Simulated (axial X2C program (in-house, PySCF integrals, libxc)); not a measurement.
## Levels of MoH by electron attachment to MoH⁺ (EOM-EA-CCSD)

Computed with an in-house all-electron X2C program for linear molecules (integrals from PySCF): two-component X2C with atomic mean-field Coulomb and Gaunt terms, Gaussian nuclei, basis Mo dyall-acv3z, H dyall-av3z with contracted cores.

R = 1.648 Å (0.960 times 1.717 Å, the PBE0 minimum at charge 0 for the lowest determinant).

Levels of MoH obtained by attaching an electron to MoH⁺:

```tsv
Ω	binding energy (eV)	above lowest (cm⁻¹)	attached spinor	one-particle weight
1/2	6.954	0	51% Mo sσ, 29% Mo dσ, 13% H sσ	0.90
1/2	5.844	8953	92% Mo dπ	0.91
3/2	5.537	11427	97% Mo dδ	0.91
1/2	5.038	15454	60% Mo pσ, 23% Mo dσ, 7% Mo sσ	0.92
3/2	4.033	23559	87% Mo pπ, 11% H pπ	0.94
1/2	3.822	25260	87% Mo pπ, 11% H pπ	0.94
```

This point took 49 s on 1 thread of Arm Neoverse V1, with other jobs on the host.

Reference electrons by ω block (each with its −ω partner): 1/2: 13, 3/2: 6, 5/2: 2. 14 electrons of MoH⁺ correlated (inner shells frozen), 92 natural virtual spinors (a truncated set); levels can be off by some tenths of an eV. Roots sought by Ω: (1/2: 5, 3/2: 4, 5/2: 2, 7/2: 1); the list ends where they run out and leaves out roots under 60 % one-particle weight. The solver can skip a root, and states that need a further excitation, which the method places far too high, are missing though they may lie low or lowest. T1 of the reference 0.021 (Lee–Taylor). The reference was not checked to be the lowest state of its species. Number of frozen shells: Mo 3 s, 2 p, 1 d; H none. Large amplitudes in the reference (orbital relaxation or multireference character) lower the reliability.
